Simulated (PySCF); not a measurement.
# Two-component Hartree-Fock for Tl⁵⁴⁺ (thallium, charge +54)

Start: [Ar] 3d9; 3d3/2 filled at m_j = -3/2, -1/2, +1/2, +3/2; 3d5/2 filled at m_j = -3/2, -1/2, +1/2, +3/2, +5/2. Calculated with PySCF 2.14 in an uncontracted even-tempered set (15 s from 15 bohr⁻², ratio 2.8; 13 p from 20 bohr⁻², ratio 2.8; 8 d from 20 bohr⁻², ratio 2.8; 3 f from 72 bohr⁻², ratio 3): generalised Hartree-Fock with the X2C-1e Hamiltonian and a Gaussian nucleus; one run each with spin-orbit coupling (SO) switched off, then screened by Boettger's factors.

| spinor shell | electrons | ε, spin-free (eV) | ε, screened SO (eV) | weight of nominal j (screened SO) | rms radius, screened SO (bohr) |
| --- | --- | --- | --- | --- | --- |
| 1s1/2 | 2 | -89225.8 | -89190.5 | 1.000 | 0.0184 |
| 2s1/2 | 2 | -18600.5 | -18589.2 | 1.000 | 0.0741 |
| 2p1/2 | 2 | -16462.0 | -17966.4 | 1.000 | 0.0626 |
| 2p3/2 | 4 | -16462.0 | -15878.8 | 1.000 | 0.0707 |
| 3s1/2 | 2 | -6680.9 | -6677.7 | 1.000 | 0.185 |
| 3p1/2 | 2 | -6046.7 | -6408.9 | 1.000 | 0.177 |
| 3p3/2 | 4 | -6046.7 | -5903.4 | 1.000 | 0.192 |
| 3d3/2 | 4 | -5427.7 | -5491.8 | 0.998 | 0.166 |
| 3d5/2 | 5 | -5427.7 | -5383.1 | 0.999 | 0.170 |

```csv
quantity,spin-free,screened SO
E (hartree),-17851.24700,-17886.32549
M_J,5/2,5/2
⟨J²⟩,8.750,8.750
⟨L²⟩,6.000,6.092
⟨S²⟩,0.750,0.842
```

Each row is a mean over spinors that exchange with the open shell spreads, by up to 29.953 eV (3p3/2).

Breit and QED terms are absent; they matter most for the inner s and p1/2 levels.

Densities and radii are taken from the X2C orbitals without a picture-change correction, which distorts them close to the nucleus.

Without spin-orbit coupling the j labels of p, d and f shells carry no meaning; the spin-free column gives the mean over the occupied spinors of each nl shell.
